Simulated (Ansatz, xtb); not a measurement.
**C4H8AlCl: where a starting geometry ends**

The starting geometry of this gas-phase singlet was built from a drawn formula by distance geometry and a force field; its bonds are those of `C=[C](Cl)[AlH][CH2]C`.

```xyz
14

C    -0.2454    0.8441   -2.9532
C     0.2551   -0.0768   -2.1204
C    -0.1244   -2.6501    0.0566
C     0.6210   -2.0750    1.2174
Al   -0.8905   -1.2835   -1.1119
Cl    2.0183   -0.1996   -1.9876
H     0.3857    1.5087   -3.5147
H    -1.3324    0.9549   -3.0925
H    -2.4915   -1.2649   -1.3812
H     0.6168   -3.3376   -0.5668
H    -0.9495   -3.3147    0.4559
H    -0.0323   -1.4262    1.8054
H     1.4973   -1.4693    0.8591
H     1.0389   -2.8501    1.8732
```

Task: Predict what becomes of its bonds when it is optimised with r2SCAN-D4/def2-SVP.

Result: It keeps its bonds, and is `C=[C](Cl)[AlH][CH2]C`.

The energy falls by 0.23 eV over 10 steps:

```csv
step,E − E(last) (eV)
1,0.228
2,0.029
3,0.023
4,0.004
5,0.002
6,0.001
7,0.000
8,0.000
9,0.000
10,0.000
```

Final geometry (Å):

```xyz
14

C    -0.2233    0.8759   -2.9266
C     0.1973   -0.1366   -2.1494
C    -0.1318   -2.6816    0.0536
C     0.6465   -2.0238    1.2092
Al   -0.9530   -1.3997   -1.1772
Cl    1.9496   -0.3826   -1.9721
H     0.4580    1.5588   -3.4482
H    -1.3003    1.0363   -3.0530
H    -2.5125   -1.2474   -1.4604
H     0.5651   -3.3087   -0.5374
H    -0.8906   -3.3801    0.4509
H    -0.0134   -1.4381    1.8716
H     1.4251   -1.3401    0.8336
H     1.1501   -2.7722    1.8447
```

From the same start GFN2-xTB ends elsewhere, differing in Al5–Cl6 (2.25 against 3.18 Å here).

The end wasn't checked by frequencies. Run with Ansatz 0.2.0, 18 s on 4 threads of Arm Neoverse V2 (shared host).
